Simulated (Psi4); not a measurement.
C6H10AuO2, doublet, geometry from GFN2-xTB (such geometries of metal compounds can be far from the true shape) (the multiplicity is a formal guess) (core potentials on Au), atoms displaced at random by about 0.002 Å a coordinate; HF/def2-SVP in Psi4 1.11.

Input for Psi4:
```
memory 2 GB

molecule mol {
0 2
Au    0.585909    0.713869    0.301512
C     1.613580    2.269931   -0.506495
H     2.677129    2.151774   -0.325394
H     1.290399    3.209020   -0.070308
H     1.448822    2.318691   -1.576240
C    -1.627879   -1.514776   -2.907814
C    -1.087579   -1.103948   -1.549567
C    -1.484425   -1.888423   -0.470824
C    -1.140965   -1.726187    0.872666
C    -1.728212   -2.733355    1.831973
O    -0.402618   -0.844295    1.373947
O    -0.338754   -0.096116   -1.556261
H    -2.709674   -1.508576   -2.895957
H    -1.260100   -0.825908   -3.665154
H    -1.281632   -2.519939   -3.148578
H    -2.145177   -2.714707   -0.701714
H    -1.392593   -2.524980    2.841076
H    -2.816068   -2.689300    1.802446
H    -1.419299   -3.742877    1.547306
}

set {
  basis def2-svp
  reference uhf
}

energy('scf')
print_variables()
```

It wrote (shortened):

```
   => Loading Basis Set <=

    Name: DEF2-SVP
    Role: ORBITAL
    Keyword: BASIS

    !!!  WARNING: ECP capability is in beta. Please check occupations closely.  !!!

         ---------------------------------------------------------
                                   SCF
               by Justin Turney, Rob Parrish, Andy Simmonett
                          and Daniel G. A. Smith
                              UHF Reference
         ---------------------------------------------------------

  ==> Geometry <==

    Molecular point group: c1
    Full point group: C1

    Geometry (in Angstrom), charge = 0, multiplicity = 2:

       Center              X                  Y                   Z               Mass
    ------------   -----------------  -----------------  -----------------  -----------------
         AU           0.488129487918     0.597195794861     0.245344683360   196.966568790000
         C            1.515800487918     2.153257794861    -0.562662316640    12.000000000000
         H            2.579349487918     2.035100794861    -0.381561316640     1.007825032230
         H            1.192619487918     3.092346794861    -0.126475316640     1.007825032230
         H            1.351042487918     2.202017794861    -1.632407316640     1.007825032230
         C           -1.725658512082    -1.631449205139    -2.963981316640    12.000000000000
         C           -1.185358512082    -1.220621205139    -1.605734316640    12.000000000000
         C           -1.582204512082    -2.005096205139    -0.526991316640    12.000000000000
         C           -1.238744512082    -1.842860205139     0.816498683360    12.000000000000
         C           -1.825991512082    -2.850028205139     1.775805683360    12.000000000000
         O           -0.500397512082    -0.960968205139     1.317779683360    15.994914619570
         O           -0.436533512082    -0.212789205139    -1.612428316640    15.994914619570
         H           -2.807453512082    -1.625249205139    -2.952124316640     1.007825032230
         H           -1.357879512082    -0.942581205139    -3.721321316640     1.007825032230
         H           -1.379411512082    -2.636612205139    -3.204745316640     1.007825032230
         H           -2.242956512082    -2.831380205139    -0.757881316640     1.007825032230
         H           -1.490372512082    -2.641653205139     2.784908683360     1.007825032230
         H           -2.913847512082    -2.805973205139     1.746278683360     1.007825032230
         H           -1.517078512082    -3.859550205139     1.491138683360     1.007825032230

  Running in c1 symmetry.

  Rotational constants: A =      0.05186  B =      0.02383  C =      0.01648 [cm^-1]
  Rotational constants: A =   1554.73332  B =    714.46659  C =    494.02760 [MHz]
  Nuclear repulsion =  557.292821347387417

  Charge       = 0
  Multiplicity = 2
  Electrons    = 81
  Nalpha       = 41
  Nbeta        = 40

  ==> Algorithm <==

  SCF Algorithm Type is DF.
  DIIS enabled.
  MOM disabled.
  Fractional occupation disabled.
  Guess Type is SAD.
  Energy threshold   = 1.00e-06
  Density threshold  = 1.00e-06
  Integral threshold = 1.00e-12

  ==> Primary Basis <==

  Basis Set: DEF2-SVP
    Blend: DEF2-SVP
    Number of shells: 90
    Number of basis functions: 194
    Number of Cartesian functions: 207
    Spherical Harmonics?: true
    Max angular momentum: 3

  Core potential: DEF2-SVP
    Number of shells: 4
    Number of ECP primitives: 14
    Number of ECP core electrons: 60
    Max angular momentum: 3

   => Loading Basis Set <=

    Name: (DEF2-SVP AUX)
    Role: JKFIT
    Keyword: DF_BASIS_SCF

  ==> Integral Setup <==

  SCF_SUBTYPE=INCORE selected. In-core MEM_DF algorithm will be used.
  Using in-core AOs.

  ==> MemDFJK: Density-Fitted J/K Matrices <==

    J tasked:                   Yes
    K tasked:                   Yes
    wK tasked:                   No
    Algorithm:                 Core
    Schwarz Cutoff:           1E-12
    Mask sparsity (%):      13.3436
    Fitting Condition:        1E-10

   => Auxiliary Basis Set <=

  Basis Set: (DEF2-SVP AUX)
    Blend: DEF2-UNIVERSAL-JKFIT
    Number of shells: 311
    Number of basis functions: 1031
    Number of Cartesian functions: 1285
    Spherical Harmonics?: true
    Max angular momentum: 6

  Minimum eigenvalue in the overlap matrix is 1.1971476948E-03.
  Reciprocal condition number of the overlap matrix is 1.9765143408E-04.
    Using symmetric orthogonalization.

  ==> Pre-Iterations <==

  SCF Guess: Superposition of Atomic Densities via on-the-fly atomic UHF (no occupation information).

   -------------------------
    Irrep   Nso     Nmo
   -------------------------
     A        194     194
   -------------------------
    Total     194     194
   -------------------------

  ==> Iterations <==

                           Total Energy        Delta E     RMS |[F,P]|

   @DF-UHF iter SAD:  -515.75991450689344   -5.15760e+02   0.00000e+00
   @DF-UHF iter   1:  -516.91612636143986   -1.15621e+00   3.58654e-03 DIIS/ADIIS
   @DF-UHF iter   2:  -517.13573530112421   -2.19609e-01   1.96777e-03 DIIS/ADIIS
   @DF-UHF iter   3:  -517.19629663884552   -6.05613e-02   5.05252e-04 DIIS/ADIIS
   @DF-UHF iter   4:  -517.20423279850695   -7.93616e-03   2.13687e-04 DIIS/ADIIS
   @DF-UHF iter   5:  -517.20684790659504   -2.61511e-03   9.93935e-05 DIIS
   @DF-UHF iter   6:  -517.20806536117993   -1.21745e-03   8.14815e-05 DIIS
   @DF-UHF iter   7:  -517.20891215744518   -8.46796e-04   5.63228e-05 DIIS
   @DF-UHF iter   8:  -517.20975970478219   -8.47547e-04   4.09126e-05 DIIS
   @DF-UHF iter   9:  -517.21028415803539   -5.24453e-04   2.09139e-05 DIIS
   @DF-UHF iter  10:  -517.21039423066316   -1.10073e-04   8.93460e-06 DIIS
   @DF-UHF iter  11:  -517.21040555404795   -1.13234e-05   4.97413e-06 DIIS
   @DF-UHF iter  12:  -517.21040742528362   -1.87124e-06   3.01131e-06 DIIS
   @DF-UHF iter  13:  -517.21040863677740   -1.21149e-06   1.70647e-06 DIIS
   @DF-UHF iter  14:  -517.21040915942956   -5.22652e-07   1.04934e-06 DIIS
   @DF-UHF iter  15:  -517.21040936696829   -2.07539e-07   6.95562e-07 DIIS
  Energy and wave function converged.

  ==> Post-Iterations <==

   @Spin Contamination Metric:   1.023613176E-02
   @S^2 Expected:                7.500000000E-01
   @S^2 Observed:                7.602361318E-01
   @S   Expected:                5.000000000E-01
   @S   Observed:                5.000000000E-01

    Orbital Energies [Eh]
    ---------------------

    Alpha Occupied:

[...]
    Alpha Virtual:

[...]
    Beta Occupied:

[...]
      40A     -0.328169

    Beta Virtual:

[...]
     194A    202.791907

    Final Occupation by Irrep:
              A
    DOCC [    40 ]
    SOCC [     1 ]
    NA   [    41 ]
    NB   [    40 ]

  @DF-UHF Final Energy:  -517.21040936696829

   => Energetics <=

    Nuclear Repulsion Energy =            557.2928213473874166
    One-Electron Energy =               -1867.0124623162687385
    Two-Electron Energy =                 792.5092316019130294
    Total Energy =                       -517.2104093669682925

  UHF NO Occupations:
  HONO-2 :   39  A 1.9984065
  HONO-1 :   40  A 1.9977656
  HONO-0 :   41  A 1.0000000
  LUNO+0 :   42  A 0.0022344
  LUNO+1 :   43  A 0.0015935
  LUNO+2 :   44  A 0.0004858
  LUNO+3 :   45  A 0.0003002

Computation Completed

Properties will be evaluated at   0.000000,   0.000000,   0.000000 [a0]

Properties computed using the SCF density matrix

 Multipole Moments:

 ------------------------------------------------------------------------------------
     Multipole            Electronic (a.u.)      Nuclear  (a.u.)        Total (a.u.)
 ------------------------------------------------------------------------------------

 L = 1.  Multiply by 2.5417464519 to convert [e a0] to [Debye]
 Dipole X            :         80.9524823          -81.3714529           -0.4189707
 Dipole Y            :         98.4901688          -99.0928097           -0.6026409
 Dipole Z            :         43.3484307          -43.1844365            0.1639942
 Magnitude           :                                                    0.7520682

 ------------------------------------------------------------------------------------

  Variable Map:
  ----------------------------------------------------------------------------
[...]
  Array Variable Map:
  ----------------------------------------------------------------------------
[...]
[...]
```
